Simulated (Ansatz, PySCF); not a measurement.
Input for Ansatz (an electronic-structure program):
Ansatz 0.2 input:
```yaml
crystal:
  periodic: [false, false, false]
  atoms:
    - {symbol: Cs, position_ang: [-0.00000000, -0.00000000, -0.81146276]}
    - {symbol: Cl, position_ang: [0.00000000, 0.00000000, 2.62532068]}
basis:
  gaussian:
    orbitals: def2-TZVP
hamiltonian:
  xc: {name: wB97X}
total_charge: 1
magnetization: {spin_polarized: true, initial_magnetization: 1}
accuracy: high
```

**Question.** Give the equivalent PySCF input.

**Answer.** Several could match; the one computed here: 
```python
from pyscf import gto, scf, dft

mol = gto.Mole()
mol.atom = '''
    Cs   -0.000000   -0.000000   -0.811463
    Cl    0.000000    0.000000    2.625321
'''
mol.basis = 'def2-tzvp'
mol.ecp = {'Cs': 'def2-tzvp'}
mol.charge = 1
mol.spin = 1
mol.verbose = 4
mol.build()

mf = dft.UKS(mol)
mf.xc = 'wb97x'
mf.grids.atom_grid = (99, 590)
mf.grids.prune = None
mf.kernel()
```

Both were run: Ansatz gave -480.155520 Eh and PySCF -480.154882 Eh, 0.638 mEh apart.
